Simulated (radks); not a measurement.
Values are calculated unless marked as measured or tabulated.
Species: Cu3+. Configuration: [Ar] 3d8 (the NIST ground configuration). Code: a radial shooting solver on a logarithmic mesh with Libxc functionals. Model: non-relativistic Kohn-Sham, LDA (Slater exchange, Perdew-Wang correlation), spin-polarised, spherical densities, point nucleus; open shells are filled with parallel spins first. Some entries of the table are withheld. Estimate them.

| orbital | occ. | eigenvalue (hartree) | r(max) (bohr) |
|---|---|---|---|
| 1s up | 1 | -322.5080 | 0.03494 |
| 1s down | 1 | -322.5073 | 0.03494 |
| 2s up | 1 | -39.90913 | 0.2002 |
| 2s down | 1 | -39.85750 | 0.2001 |
| 2p up | 3 | -35.24015 | 0.1596 |
| 2p down | 3 | -35.20102 | 0.1595 |
| 3s up | 1 | (1) | 0.6204 |
| 3s down | 1 | (2) | 0.6209 |
| 3p up | 3 | -4.33051 | 0.6195 |
| 3p down | 3 | -4.24464 | 0.6204 |
| 3d up | 5 | -1.85849 | 0.5819 |
| 3d down | 3 | -1.77701 | 0.5851 |

Answer. 
(1) 3s up eigenvalue (hartree): -5.78980
(2) 3s down eigenvalue (hartree): -5.70227
